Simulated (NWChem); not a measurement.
System: C₄H₅NO; SMILES c1ccc(N)o1

NWChem input:

```
start job
memory heap 200 mb stack 900 mb global 1100 mb
geometry units angstroms noautoz
  N     -0.035733    -2.028113    -0.072154
  C      0.095344    -0.659513    -0.006945
  C      1.173805     0.185599     0.012683
  C      0.619088     1.508187    -0.005380
  C     -0.730640     1.363931    -0.028061
  O     -1.052262     0.036836    -0.030620
  H      0.780695    -2.534549     0.245858
  H     -0.889285    -2.377471     0.349802
  H      2.222984    -0.097804     0.032234
  H      1.166713     2.448554     0.004331
  H     -1.566701     2.056252    -0.038001
end
basis spherical
  * library def2-svp
end
dft
  xc xcamb88 1.00 lyp 1.0 hfexch 1.00
  cam 0.33 cam_alpha 0.0 cam_beta 1.0
  iterations 150
  mulliken
end
task dft energy
```

Excerpt of the output:

```
             Northwest Computational Chemistry Package (NWChem) 7.3.0
             --------------------------------------------------------

 C1  symmetry detected

                             Geometry "geometry" -> ""
                             -------------------------

 Output coordinates in angstroms (scale by  1.889725989 to convert to a.u.)

  No.       Tag          Charge          X              Y              Z
 ---- ---------------- ---------- -------------- -------------- --------------
    1 N                    7.0000    -0.00967294    -2.02801830    -0.06409303
    2 C                    6.0000     0.10427351    -0.65777890    -0.00116825
    3 C                    6.0000     1.17158738     0.20159070     0.00046735
    4 C                    6.0000     0.59912223     1.51668771    -0.00846314
    5 C                    6.0000    -0.74876037     1.35450778    -0.00869036
    6 O                    8.0000    -1.05271868     0.02325670    -0.00580872
    7 H                    1.0000     0.81858578    -2.52347146     0.24033660
    8 H                    1.0000    -0.85137522    -2.38856144     0.37202026
    9 H                    1.0000     2.22461941    -0.06784408     0.00259190
   10 H                    1.0000     1.13428979     2.46424929    -0.00792419
   11 H                    1.0000    -1.59399628     2.03565837    -0.00477719

 Effective nuclear repulsion energy (a.u.)     225.3312419086

                                 NWChem DFT Module
                                 -----------------

 Summary of "ao basis" -> "ao basis" (spherical)
 ------------------------------------------------------------------------------
       Tag                 Description            Shells   Functions and Types
 ---------------- ------------------------------  ------  ---------------------
 N                          def2-svp                 6       14   3s2p1d
 C                          def2-svp                 6       14   3s2p1d
 O                          def2-svp                 6       14   3s2p1d
 H                          def2-svp                 3        5   2s1p

            General Information
            -------------------
          SCF calculation type: DFT
          Wavefunction type:  closed shell.
          No. of atoms     :    11
          No. of electrons :    44
           Alpha electrons :    22
            Beta electrons :    22
          Charge           :     0
          Spin multiplicity:     1
          Use of symmetry is: off; symmetry adaption is: off
          Maximum number of iterations: 150
          AO basis - number of functions:   109
                     number of shells:    51
          Convergence on energy requested:  1.00D-06
          Convergence on density requested:  1.00D-05
          Convergence on gradient requested:  5.00D-04

              XC Information
              --------------
                     Hartree-Fock (Exact) Exchange  1.000
                   CAM-Becke88 Exchange Functional  1.000
              Lee-Yang-Parr Correlation Functional  1.000

           Range-Separation Parameters
           ---------------------------
           Alpha           :  0.00
           Beta            :  1.00
           Gamma           :  0.33
           Short-Range HF  :     F

             Grid Information
             ----------------
          Grid used for XC integration:  medium
          Radial quadrature: Mura-Knowles
          Angular quadrature: Lebedev.
          Tag              B.-S. Rad. Rad. Pts. Rad. Cut. Ang. Pts.
          ---              ---------- --------- --------- ---------
          N                   0.65       49          12.0       434
          C                   0.70       49          11.0       434
          O                   0.60       49           9.0       434
          H                   0.35       45          12.0       434
          Grid pruning is: on
          Number of quadrature shells:   519
          Spatial weights used:  Erf1

      Superposition of Atomic Density Guess
      -------------------------------------

 Sum of atomic energies:        -281.93097262

      Non-variational initial energy
      ------------------------------

 Total energy =    -285.962191
 1-e energy   =    -827.843468
 2-e energy   =     316.550034
 HOMO         =      -0.193296
 LUMO         =       0.053135

     ---------------------------------------------
      Total Density - Mulliken Population Analysis
     ---------------------------------------------

    Atom       Charge   Shell Charges
 -----------   ------   -------------------------------------------------------
    1 N    7     7.39   1.99  1.02  0.37  2.51  1.49  0.01
    2 C    6     5.52   1.99  0.92  0.15  1.68  0.69  0.09
    3 C    6     6.38   1.99  0.97  0.37  2.13  0.89  0.03
    4 C    6     6.22   1.99  0.97  0.30  2.04  0.88  0.04
    5 C    6     5.81   1.99  0.94  0.30  1.83  0.69  0.06
    6 O    8     8.41   1.99  1.09  0.65  2.89  1.76  0.02
    7 H    1     0.77   0.60  0.12  0.04
    8 H    1     0.76   0.60  0.12  0.04
    9 H    1     0.92   0.67  0.22  0.03
   10 H    1     0.90   0.66  0.21  0.03
   11 H    1     0.92   0.67  0.22  0.02

   convergence    iter        energy       DeltaE   RMS-Dens  Diis-err
 ---------------- ----- ----------------- --------- --------- ---------
 d= 0,ls=0.0,diis     1   -284.4041195140 -5.10D+02  9.08D-03  7.58D-01
 d= 0,ls=0.0,diis     2   -284.4643116073 -6.02D-02  3.45D-03  2.24D-01
 d= 0,ls=0.0,diis     3   -284.4844864872 -2.02D-02  1.20D-03  3.35D-02
 d= 0,ls=0.0,diis     4   -284.4885245043 -4.04D-03  2.78D-04  8.28D-04
 d= 0,ls=0.0,diis     5   -284.4886176946 -9.32D-05  1.20D-04  2.40D-04
  Resetting Diis
 d= 0,ls=0.0,diis     6   -284.4886446665 -2.70D-05  3.97D-05  1.44D-05
 d= 0,ls=0.0,diis     7   -284.4886467656 -2.10D-06  2.09D-05  2.79D-06
 d= 0,ls=0.0,diis     8   -284.4886469680 -2.02D-07  9.01D-06  2.82D-06

[...]
```

Level: LC-BLYP (range parameter 0.33 per bohr)/def2-SVP. Coordinates come from a PBE0/def2-SVP optimisation.
